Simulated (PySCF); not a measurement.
PySCF 2.14 output of an unrestricted TPSSh calculation on a single atom or ion in aug-cc-pVDZ-PP with ECP28MDF (5s5p4d2f, 54 functions), with a scalar-relativistic core potential:

```
SCF conv_tol = 1e-09
number electrons alpha = 10  beta = 9
    V. N. Staroverov, G. E. Scuseria, J. Tao, and J. P. Perdew.,  J. Chem. Phys. 119, 12129 (2003)
cycle= 1 E= -146.714854364456  delta_E= -0.00561  |g|= 0.106  |ddm|= 0.251
cycle= 2 E= -146.711744441683  delta_E= 0.00311  |g|= 0.154  |ddm|= 0.255
cycle= 3 E= -146.718109301423  delta_E= -0.00636  |g|= 0.00267  |ddm|= 0.131
cycle= 4 E= -146.718127287347  delta_E= -1.8e-05  |g|= 0.00155  |ddm|= 0.0337
cycle= 5 E= -146.71812896975  delta_E= -1.68e-06  |g|= 0.000226  |ddm|= 0.0058
cycle= 6 E= -146.718129055623  delta_E= -8.59e-08  |g|= 3.61e-05  |ddm|= 0.00113
cycle= 7 E= -146.718129056627  delta_E= -1e-09  |g|= 2.52e-06  |ddm|= 0.000142
cycle= 8 E= -146.718129056637  delta_E= -1.07e-11  |g|= 4.26e-07  |ddm|= 1.29e-05
converged SCF energy = -146.718129056637  <S^2> = 0.75494962  2S+1 = 2.0049435
```

The run itself started from symmetry-adapted Hartree-Fock orbitals and held the occupation by maximum overlap, on a logarithmic radial grid, so the iterations belong to that start.

Question: Which element, charge and spin multiplicity is this?

Answer: Ag (silver, neutral), multiplicity 2; the state was [Kr] 4d10 5p1, 2P determinant (an excited configuration).

Energies and moments cover only the electrons outside the core potential.
